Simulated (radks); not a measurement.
All-electron atom: Ga II in [Ar] 3d10 4s2. All-electron calculation, Dirac Kohn-Sham, Slater X-alpha with alpha = 0.668, spin-unpolarised, spherical densities, finite nucleus; Fermi nuclear charge, rms radius 3.9973 fm. Program: a radial shooting solver on a logarithmic mesh with Libxc functionals. Some entries of the table are withheld. Estimate them.

orbital,occ.,eigenvalue (hartree),<r^2> (bohr^2)
1s1/2,2,(1),0.003187
2s1/2,2,-46.52910,0.05612
2p1/2,2,(2),(3)
2p3/2,4,(4),(5)
3s1/2,2,-5.66264,0.4932
3p1/2,2,(6),0.5348
3p3/2,4,(7),0.5524
3d3/2,4,-0.97100,0.8530
3d5/2,6,-0.95400,0.8672
4s1/2,2,-0.56803,5.718

Answer. 
(1) 1s1/2 eigenvalue (hartree): -375.3583
(2) 2p1/2 eigenvalue (hartree): -41.26371
(3) 2p1/2 <r^2> (bohr^2): 0.04365
(4) 2p3/2 eigenvalue (hartree): -40.24976
(5) 2p3/2 <r^2> (bohr^2): 0.04516
(6) 3p1/2 eigenvalue (hartree): -3.96130
(7) 3p3/2 eigenvalue (hartree): -3.82763
